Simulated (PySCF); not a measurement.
Bonding in `CC(=O)c1cnn([SiH](C)C)n1`

C6H11N3OSi.
SMILES with atom numbers: `[CH3:1][C:2](=[O:3])[c:4]1[cH:5][n:6][n:7]([SiH:8]([CH3:9])[CH3:10])[n:11]1` (hydrogens: H12, H13, H14 on C1; H15 on C5; H16 on Si8; H17, H18, H19 on C9; H20, H21, H22 on C10)

Cartesian coordinates in Å at the GFN2-xTB level; atoms count from 1:
```
atom  x, y, z in Å
C1     3.6920    0.0229   -0.7360
C2     3.1787   -0.2822    0.6449
O3     3.8950   -0.5416    1.5856
C4     1.7179   -0.2417    0.7744
C5     0.9241   -0.4757    1.9199
N6    -0.3365   -0.3306    1.5749
N7    -0.3181   -0.0242    0.2860
Si8   -1.8202    0.2670   -0.6266
C9    -2.8239   -1.3361   -0.4999
C10   -2.6756    1.7236    0.2341
N11    0.8850    0.0388   -0.2266
H12    4.7772   -0.0281   -0.7524
H13    3.2704   -0.6895   -1.4410
H14    3.3571    1.0140   -1.0330
H15    1.2300   -0.7277    2.9131
H16   -1.3177    0.5640   -1.9682
H17   -3.7820   -1.2448   -1.0017
H18   -2.2947   -2.1727   -0.9479
H19   -3.0146   -1.5874    0.5407
H20   -2.0618    2.6197    0.2032
H21   -2.8665    1.4929    1.2793
H22   -3.6262    1.9587   -0.2340
```

Bond orders from the PBE0/pcSseg-1 density (PySCF). Isolated species at its GFN2-xTB geometry (one conformer only).

Task: How far do the computed orders between heavy atoms stray from the drawn ones?

Result: The largest departure is 0.341, at N7–Si8 (drawn single, 0.659), counting aromatic bonds as 1.5. Drawn single, order below 0.88: N7–Si8 (0.659). The bonds drawn aromatic range from 1.20 to 1.55.

Task: Give the Mayer order of every bond, beside its length.

Result: 
```csv
bond,drawn as,length (Å),Mayer order
C1–C2,single,1.504,1.031
C2–O3,double,1.211,2.008
C2–C4,single,1.467,0.913
C4–C5,aromatic,1.413,1.266
C5–N6,aromatic,1.315,1.551
N6–N7,aromatic,1.325,1.199
N7–Si8,single,1.782,0.659
Si8–C9,single,1.896,0.986
Si8–C10,single,1.896,0.985
N7–N11,aromatic,1.309,1.249
N11–C4,aromatic,1.332,1.428
C1–H12,single,1.087,0.953
C1–H13,single,1.087,0.942
C1–H14,single,1.087,0.942
C5–H15,single,1.069,0.986
Si8–H16,single,1.463,0.947
C9–H17,single,1.085,0.955
C9–H18,single,1.087,0.954
C9–H19,single,1.087,0.945
C10–H20,single,1.087,0.954
C10–H21,single,1.087,0.945
C10–H22,single,1.085,0.955
```

Bonds between the same two heavy elements. C–C: lowest C2–C4 (0.913, 1.467 Å), highest C4–C5 (1.266, 1.413 Å); in 1 of the 3 pairs the longer bond (by over 0.003 Å) has the higher order (by 0.02 or more). C–N: lowest N11–C4 (1.428, 1.332 Å), highest C5–N6 (1.551, 1.315 Å). N–N: lowest N6–N7 (1.199, 1.325 Å), highest N7–N11 (1.249, 1.309 Å). C–Si: all 2 within 0.02 of one another (0.985 to 0.986).

Task: Sum the orders of all bonds at each heavy atom with more than one neighbour and set the sums beside the valence in the SMILES.

Result: C1 3.868 (drawn 4), C2 3.952 (drawn 4), C4 3.607 (drawn 4), C5 3.803 (drawn 4), N6 2.750 (drawn 3), N7 3.107 (drawn 3), Si8 3.577 (drawn 4), C9 3.840 (drawn 4), C10 3.839 (drawn 4), N11 2.677 (drawn 3). Orders between atoms that aren't bonded are not in these sums.

The Mayer order sums products of elements of PS (density times overlap matrix) between the two atoms' basis functions, so it depends on the basis set.
